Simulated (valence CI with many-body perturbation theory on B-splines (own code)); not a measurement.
Values are calculated unless marked as measured or tabulated.
**Ladder of approximations for Al**

Method: configuration interaction combined with many-body perturbation theory (CI+MBPT): three valence electrons over a frozen Dirac-Fock core [Ne], a basis of 11 s, 11 p, 9 d, 7 f, 5 g, 2 h, 1 i functions for each j, with the one-electron correlation potential Σ1 (screened to all orders), the two-electron term Σ2, the three-electron term Σ3, Breit, model QED; selected single and double excitations, second order for the rest (own B-spline code, finite nucleus).

Set against measurement, 21 paired levels are off by 47 cm⁻¹ on average, the worst by 85.

Each rung adds one term. CI alone is the Dirac-Coulomb CI over the frozen core; QED comes last and gives the full result, which names the levels. Energies are above 3s2.3p 2P°_1/2 on the same rung, in cm⁻¹.

Names give the largest LS component (configuration and term), which can be under half, so a name can repeat, a term be missing and a line seem to break the LS rules; names also repeat where a configuration has a term twice. Letters in brackets count levels of one name in rising energy.

```
            Level  CI alone   + Σ1   + Σ2   + Σ3  + Breit   Full
   3s2.3p 2P°_3/2       112    119    118    118      111    112
    3s2.4s 2S_1/2     25460  25883  25412  25404    25398  25403
    3s.3p2 4P_1/2     27996  28664  28941  28948    28946  28935
    3s.3p2 4P_3/2     28042  28714  28991  28998    28993  28982
    3s.3p2 4P_5/2     28119  28795  29072  29079    29068  29058
    3s2.3d 2D_3/2     32124  32750  32462  32457    32448  32449
    3s2.3d 2D_5/2     32126  32753  32464  32459    32450  32450
   3s2.4p 2P°_1/2     32966  33455  32998  32991    32984  32988
   3s2.4p 2P°_3/2     32983  33472  33015  33008    33000  33004
    3s2.5s 2S_1/2     37726  38250  37734  37727    37720  37724
3s2.4d 2D_3/2 [a]     38727  39341  38984  38977    38969  38970
3s2.4d 2D_5/2 [a]     38732  39346  38989  38982    38973  38974
   3s2.5p 2P°_1/2     40280  40819  40309  40302    40294  40299
   3s2.5p 2P°_3/2     40286  40825  40315  40308    40300  40305
   3s2.4f 2F°_7/2     41332  41903  41389  41382    41374  41379
   3s2.4f 2F°_5/2     41332  41903  41389  41382    41374  41379
    3s2.6s 2S_1/2     42163  42712  42196  42189    42182  42186
3s2.4d 2D_3/2 [b]     42169  42770  42328  42321    42314  42316
3s2.4d 2D_5/2 [b]     42174  42775  42332  42326    42318  42320
   3s2.6p 2P°_1/2     43343  43898  43385  43378    43370  43375
   3s2.6p 2P°_3/2     43346  43901  43388  43380    43373  43378
```

(1) How does the ionisation energy move along the ladder, and which term matters most?

Results:

(1) CI alone 5.9855, + Σ1 6.0560, + Σ2 5.9923, + Σ3 5.9913, + Breit 5.9904, + QED 5.9910 eV. The largest step is Σ1, 0.0705 eV, with Σ2 about as large (-0.0638). NIST lists 5.98577 eV (measured).
